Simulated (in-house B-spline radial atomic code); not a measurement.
## RPBE excitations of Kr VII (Kr6+)

Method: RPBE. Computed with a B-spline radial code for spherical atoms: linear response of the closed shell [Ar] 3d10 4s2 with the functional's adiabatic kernel; non-relativistic, point nucleus, no spin-orbit coupling, no double excitations, S, P, D and F terms only; shells from n = 2 respond. Only terms of natural parity with L up to 3 were computed.

Without relativity these are model numbers for so heavy an element.

Command:
```bash
python run_td.py task.json out
```
Settings (radii: box in bohr, nucleus in fm):
```
Z                        36
electrons                30
configuration            [Ar] 3d10 4s2
hamiltonian              nr
method                   rpbe,pbe
box_radius               14.35
intervals                53
```

Cost of the run: 0.6 s on 1 thread of Intel(R) Xeon(R) Platinum 8488C (Sapphire Rapids), on a shared host.

The lowest states, in the order of their Tamm-Dancoff energies; the method's threshold (minus the highest occupied level) is 100.43 eV. Labels give the largest channel, * marks a mixed state, and oscillator strengths are full-response dipole values. Semilocal kernels can invert the small singlet-triplet splittings of Rydberg terms. Energies in eV:

| state | full response | Tamm-Dancoff | oscillator strength |
| --- | --- | --- | --- |
| 4s → 4p 3P | 13.989 | 14.209 | - |
| 4s → 4p 1P | 20.122 | 20.831 | 1.48 |
| 4s → 4d 3D | 40.04 | 40.12 | - |
| 4s → 4d 1D | ? | ? | - |
| 4s → 5s 3S | ? | ? | - |
| 4s → 5s 1S | 53.81 | 53.86 | - |
| 4s → 5p 3P | 58.72 | 58.74 | - |
| 4s → 5p 1P | 59.26 | 59.31 | 0.108 |
| 4s → 4f 3F | 61.85 | 61.91 | - |
| 4s → 4f 1F | 62.60 | 62.62 | - |
| 4s → 5d 3D | 68.61 | 68.62 | - |
| 4s → 5d 1D | 69.03 | 69.03 | - |
| 4s → 6s 3S | 73.48 | 73.48 | - |
| 4s → 6s 1S | 73.80 | 73.81 | - |
| 4s → 6p 3P | 76.21 | 76.21 | - |
| 4s → 6p 1P | 76.35 | 76.37 | 0.0427 |

(1) Where does 4s → 4d 1D lie?

(2) Where does 4s → 5s 3S lie?

(3) How large is the singlet-triplet splitting of 4s → 4p (P terms) in Tamm-Dancoff?

(4) What polarisabilities and dispersion coefficient does the method give?

## Answers

(1) At 42.28 eV in full response, 42.31 eV in Tamm-Dancoff.

(2) At 52.64 eV in full response, 52.65 eV in Tamm-Dancoff.

(3) 6.62 eV, from the unrounded values.

(4) Dipole 2.975 bohr³, quadrupole 3.418 bohr⁵, C6 5.808 hartree·bohr⁶ for two such species.
